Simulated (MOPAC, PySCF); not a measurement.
[Ti(OH)2(NH2)2], neutral singlet in the gas phase. 

Z-matrix (Å, degrees):
```
Ti
O 1 1.8125
H 2 0.9717 1 125.88
O 1 1.8145 2 112.09 3 118.07
H 4 0.9719 1 127.40 2 11.75
N 1 1.8938 2 107.37 3 -117.94
H 6 1.0240 1 124.33 2 15.16
H 6 1.0243 7 109.39 1 168.10
N 1 1.8965 2 109.59 3 -1.59
H 9 1.0229 1 125.86 2 -103.58
H 9 1.0248 10 109.35 1 165.53
```
Charge 0, spin multiplicity 1.

All levels are single points at this geometry (TPSS-D3(BJ)/def2-SVP); Pople sets use spherical d functions. Orbital energies aren't observables, and empty levels follow the basis.

| level | HOMO (eV) | LUMO (eV) | gap (eV) | dipole (D) | vertical IE, Delta-SCF (eV) |
|---|---|---|---|---|---|
| B3LYP-D3(BJ)/def2-TZVP in PySCF | -6.76 | -1.22 | 5.54 | 0.88 | – |
| PBE-D3(BJ)/def2-TZVP in PySCF | -5.60 | -1.93 | 3.67 | 0.85 | – |
| TPSSh-D3(BJ)/def2-TZVP in PySCF | -6.21 | -1.48 | 4.73 | 0.85 | – |
| B3LYP/6-311+G** (LANL2DZ on Ti) in PySCF | -6.89 | -1.55 | 5.33 | 0.93 | – |
| B3LYP/6-31G* (LANL2DZ on Ti) in PySCF | -6.47 | -1.03 | 5.44 | 0.92 | 8.67 |
| B3LYP/LANL2DZ in PySCF | -6.61 | -1.17 | 5.44 | 1.12 | – |
| M06-2X/6-31G* (LANL2DZ on Ti) in PySCF | -8.17 | 0.07 | 8.24 | 0.96 | – |
| PBE/6-31G* (LANL2DZ on Ti) in PySCF | -5.30 | -1.67 | 3.63 | 0.89 | 8.35 |
| SVWN5/6-31G* (LANL2DZ on Ti) in PySCF | -5.44 | -1.77 | 3.67 | 0.93 | – |
| HF/3-21G in PySCF | -10.04 | 1.89 | 11.93 | 1.06 | – |
| HF/6-31G* (LANL2DZ on Ti) in PySCF | -10.31 | 1.11 | 11.42 | 0.96 | – |
| HF/STO-3G in PySCF | -7.71 | 9.43 | 17.14 | 0.69 | – |
| PM6 in MOPAC | -9.67 | -0.67 | 9.01 | 1.12 | – |
